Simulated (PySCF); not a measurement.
**A run with a changed setting**

The sound run of [Ho(NH3)]3+ (singlet in the valence; each metal's 4f electrons, 10 of them, lie in its core potential, out of spins and levels) uses PySCF 2.14.0, RKS r2SCAN, Ho lcecp-1-SVP with ECP56, N def2-SVP, H def2-SVP; non-relativistic Hamiltonian with scalar-relativistic core potentials where named; density fitting; no spin-orbit coupling, grid (50, 194), threshold 1e-8 and 55 cycles at the relaxed geometry. This run differs:

```python
mol = gto.M(atom='''
Ho     0.00000     0.00000    -0.12852
N     -0.00000    -0.00000     2.17763
H      0.94201     0.00004     2.64149
H     -0.47104     0.81579     2.64149
H     -0.47098    -0.81582     2.64149''',
    basis={'Ho': 'lcecp-1-SVP', 'N': 'def2-SVP', 'H': 'def2-SVP'},
    ecp={'Ho': 'lcecp-1-SVP'},
    charge=3, spin=0)
mf = dft.RKS(mol, xc='R2SCAN')
mf.grids.atom_grid = (50, 194)  # f atoms: unpruned, at least (60, 302)
mf = mf.density_fit()  # fitting sets: Ho AutoAux, N def2-universal-JKFIT, H def2-universal-JKFIT
mf.conv_tol = 1e-08; mf.max_cycle = 83
mf.kernel(mf.get_init_guess(key='1e'))
mf.nuc_grad_method().kernel()
```

Question: What was changed, and how did it end?

Answer: The start was changed to the bare core Hamiltonian. It converged in 12 cycles, 0.000 eV from the sound run, largest force component 0.00 eV/Å. The cycle limit differs too. No harm here: the result survives it.
```
init E= -84.4134245781692
cycle= 1 E= -74.9081011475507  delta_E= 9.51  |g|= 3.26  |ddm|= 8.97
cycle= 2 E= -46.42522655336  delta_E= 28.5  |g|= 6.73  |ddm|= 13.5
cycle= 3 E= -66.6114798982175  delta_E= -20.2  |g|= 5.48  |ddm|= 7.76
cycle= 4 E= -89.7133868140995  delta_E= -23.1  |g|= 3.61  |ddm|= 6.65
cycle= 5 E= -91.6813609903808  delta_E= -1.97  |g|= 2.11  |ddm|= 1.37
...
cycle= 10 E= -92.8306854834244  delta_E= -0.000529  |g|= 0.0024  |ddm|= 0.0493
cycle= 11 E= -92.8306875759213  delta_E= -2.09e-06  |g|= 7.95e-05  |ddm|= 0.00371
cycle= 12 E= -92.8306875777039  delta_E= -1.78e-09  |g|= 1.88e-05  |ddm|= 0.000124
Extra cycle  E= -92.8306875776346  delta_E= 6.93e-11  |g|= 2.61e-05  |ddm|= 4.58e-05
converged SCF energy = -92.8306875776346
```

Run from Python with OMP_NUM_THREADS=2; the lines above give its settings.
It took 2.6 s on 2 threads of AMD EPYC 7R43 64-Core Processor (Zen 3) (shared host).

No frequency check is given that shows the relaxed geometry to be a minimum. An lcecp potential fixes the number of 4f electrons, so in runs with it no electron can move into or out of that shell.
